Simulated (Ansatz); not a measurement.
`N[SiH](N)Cl`, charge 0, multiplicity 1.

Q: Give a relaxed structure at PBE0-D4/def2-TZVP (the Gaussian-basis code of Ansatz). (An estimate is asked.)

A: The calculation gave: 
Cartesian coordinates in Å:
```
N 0.959 0.891 0.624
Si 0.112 -0.492 0.118
N -1.325 0.021 -0.626
Cl 1.474 -1.497 -1.079
H 1.958 0.878 0.735
H 0.512 1.593 1.190
H -0.295 -1.491 1.134
H -2.093 -0.620 -0.742
H -1.303 0.717 -1.354
```
This is one stationary point; other conformers may exist.
